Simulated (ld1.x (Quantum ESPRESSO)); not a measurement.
# PBE PAW dataset for N, non-relativistic all-electron reference.

ld1.x (Quantum ESPRESSO) 7.5 input, shortened:

```
&input
   title='N', zed=7., rel=0, dft='PBE', iswitch=3,
   config='[He] 2s2 2p2 3d-2'
 /
 &inputp
   pseudotype=3, lpaw=.true., tm=.true., lloc=-2, rcloc=2.05,
   nlcc=.true., rcore=0.30,
   which_augfun='PSQ', rmatch_augfun_nc=.true.
 /
5
2S  1  0   2.00   0.00  0.35  0.35  0.0
2S  1  0   0.00   0.20  0.35  0.35  0.0
2P  2  1   2.00   0.00  1.85  2.55  0.0
2P  2  1   0.00   1.80  1.85  2.55  0.0
3D  3  2  -2.00   0.10  2.00  2.35  0.0
 &test
   configts(1)='2s2 2p2'
 /
```

Problem. Does the generator finish with these settings?

Solution. No. ld1.x (Quantum ESPRESSO) 7.5 stopped with "invmat: error in DGETRF": a PAW channel has rcut = rcutus, so it is not pseudised and its block of the matrix B = ⟨φ|χ⟩ is zero.
